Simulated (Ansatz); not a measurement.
Molecule: LaO, net charge 1, singlet state. 
Structure (B3LYP-D3(BJ)/def2-TZVP (Ansatz, a quantum-chemistry and plane-wave program) minimum search):
SMILES: [O]=[La+]
```xyz
2

La     0.0000     0.0000    -0.2312
O      0.0000     0.0000     1.6475
```
Charge +1, spin multiplicity 1.

Basis-set convergence of Hartree-Fock and CCSD(T) correlation energies (hartree) with Ansatz. Valence correlation only, unless marked. Spin-orbit coupling is left out. The frozen core is the preceding noble-gas configuration, with the filled d and f shells of earlier blocks. In def2 rows, elements after Kr have scalar-relativistic effective core potentials.

The T1 diagnostic of CCSD in the largest basis is 0.026, which is high, so the coupled-cluster rows are less sure than usual.

```json
[
 {"basis": "def2-SVPD", "functions": "58", "E(HF)": "-105.76802", "E(corr, CCSD(T))": "-0.25880"},
 {"basis": "def2-TZVPPD", "functions": "99", "E(HF)": "-105.87104", "E(corr, CCSD(T))": "-0.30450"},
 {"basis": "def2-QZVPPD", "functions": "147", "E(HF)": "-105.87886", "E(corr, CCSD(T))": "-0.32212"}
]
```

Extrapolating the two largest sets (X = 3 and 4) as X^-3: E(corr) = (64·(-0.32212) - 27·(-0.30450))/37 = -0.3350 Eh, an estimate of the basis-set limit. The largest set recovers 96.2 % of it, the smallest 77.3 %.
